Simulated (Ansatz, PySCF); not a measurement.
Donor–acceptor adduct: GaH3 (SMILES [GaH3]) (first 4 atoms) with CH4O (SMILES CO); geometry from B3LYP-D3(BJ)/def2-TZVP.
(charge 0, multiplicity 1):
```
atom    x (Å)    y (Å)    z (Å)
----  -------  -------  -------
Ga    -0.0601  -0.8509   0.7034
H     -1.2918   0.0285   0.2673
H     -0.3459  -2.2027   1.4766
H      1.3315  -0.6872  -0.0221
C     -0.3798   0.2670   3.5886
O      0.5015   0.3143   2.4512
H     -0.4519  -0.7478   3.9819
H     -1.3544   0.5868   3.2298
H     -0.0296   0.9544   4.3586
H      1.3991   0.0824   2.7165
```

Basis-set superposition error: the interaction energy with monomers in their own basis, and in the dimer's basis (counterpoise).

Codes used: Ansatz (Gaussian orbitals); PySCF for 6-31G* rows, M06-2X. Values without a source in brackets are computed.

```tsv
level	uncorrected (kJ/mol)	counterpoise (kJ/mol)	difference
HF/6-31G*	-74.0	-64.3	9.7
revPBE/def2-TZVPPD	-52.3	-51.0	1.3
B3LYP/def2-TZVPPD	-63.9	-62.5	1.4
PBE0/def2-TZVPPD	-72.9	-71.7	1.2
BHLYP/def2-TZVPPD	-72.1	-71.0	1.1
M06-2X/def2-TZVPPD	-86.4	-85.1	1.2
wB97M-V/def2-TZVPPD	-79.6	-78.5	1.1
MP2/6-31G*	-94.7	-72.9	21.8
SCS-MP2/aug-cc-pVDZ	-73.1	-66.0	7.1
CCSD/aug-cc-pVDZ	-73.5	-67.0	6.5
```

The error is largest for MP2/6-31G* (21.8 kJ/mol) and smallest for wB97M-V/def2-TZVPPD (1.1 kJ/mol).

Ansatz is a quantum-chemistry and plane-wave program.
